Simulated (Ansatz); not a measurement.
Cost and result for the atomization energy of `O[Si@]1(F)O[C@@H]1Cl` (8 atoms, 8 bonds).

Total charge 0; spin multiplicity 1. Geometry: relaxed with PBE0-D4/def2-TZVP. It is one conformer, not always the lowest. Program: Ansatz. All runs use 4 threads of an AMD EPYC 7B13 on a shared host. Times are those of one run each, without the atoms' runs, and a repeat can differ threefold. Electronic energies, without spin–orbit coupling; frozen cores. CCSD(T)/CBS adds CCSD(T) − MP2 in def2-TZVPP to the MP2 limit, and its time is that of the two runs behind it. T1 = 0.013. B3LYP takes the VWN-RPA correlation (the form of Gaussian; ORCA's B3LYP/G).

CCSD(T)/CBS is a level of theory with its own doubt, some kJ/mol a heavy atom from the limit and from the frozen cores, so smaller differences don't rank the functionals.

| level | functions | wall time |
| --- | --- | --- |
| BLYP-D4/def2-TZVPP | 236 | 1.6 s |
| PBE-D4/def2-TZVPP (with forces) | 236 | 1.8 s |
| BHLYP-D4/def2-TZVPP | 236 | 2.6 s |
| CAM-B3LYP-D4/def2-TZVPP | 236 | 2.8 s |
| r2SCAN-D4/def2-TZVPP (with forces) | 236 | 3.2 s |
| B3LYP-D4/def2-TZVPP (with forces) | 236 | 3.6 s |
| r2SCANh-D4/def2-TZVPP | 236 | 3.8 s |
| CCSD(T)/def2-SVP | 102 | 3.9 s |
| PBE-QIDH/def2-TZVPP | 236 | 4.1 s |
| ωB97M-V/def2-TZVPP (with forces) | 236 | 8 s |
| MP2/def2-QZVPP | 428 | 14 s |
| CCSD(T)/def2-TZVPP | 236 | 110 s |
| CCSD(T)/CBS(def2) | – | 2 min |

(1) What atomization energy does each give, and how far from CCSD(T)/CBS? (Best estimate.)

## Answers

(1) Ansatz gave: 
| level | atomization (kJ/mol) | difference from CCSD(T)/CBS | per bond |
| --- | --- | --- | --- |
| BLYP-D4/def2-TZVPP | 3221.3 | -17.5 | -2.2 |
| PBE-D4/def2-TZVPP (with forces) | 3326.9 | 88.1 | 11.0 |
| BHLYP-D4/def2-TZVPP | 3035.4 | -203.4 | -25.4 |
| CAM-B3LYP-D4/def2-TZVPP | 3221.1 | -17.7 | -2.2 |
| r2SCAN-D4/def2-TZVPP (with forces) | 3249.1 | 10.3 | 1.3 |
| B3LYP-D4/def2-TZVPP (with forces) | 3189.2 | -49.6 | -6.2 |
| r2SCANh-D4/def2-TZVPP | 3207.5 | -31.3 | -3.9 |
| CCSD(T)/def2-SVP | 2920.7 | -318.1 | -39.8 |
| PBE-QIDH/def2-TZVPP | 3195.0 | -43.8 | -5.5 |
| ωB97M-V/def2-TZVPP (with forces) | 3239.9 | 1.1 | 0.1 |
| MP2/def2-QZVPP | 3344.4 | 105.6 | 13.2 |
| CCSD(T)/def2-TZVPP | 3122.2 | -116.6 | -14.6 |
| CCSD(T)/CBS(def2) | 3238.8 | 0.0 | 0.0 |

In def2-TZVPP, CCSD(T) changes the Hartree–Fock value by +949.1 kJ/mol (the triples alone add +74.0 kJ/mol) and MP2 by +1100.7 kJ/mol; breaking electron pairs costs correlation energy, which Hartree–Fock lacks. From r2SCAN to r2SCAN0 (25 % exact exchange), in def2-TZVPP and without D4, the atomization energy moves by −102.4 kJ/mol: exact exchange takes away binding that semilocal exchange gives to molecules. At CCSD(T), def2-SVP lies −318.1 kJ/mol from the extrapolated value and def2-TZVPP −116.6 kJ/mol: correlation converges slowly with the basis, and small sets miss more of it in the bonded molecule than in its fragments.
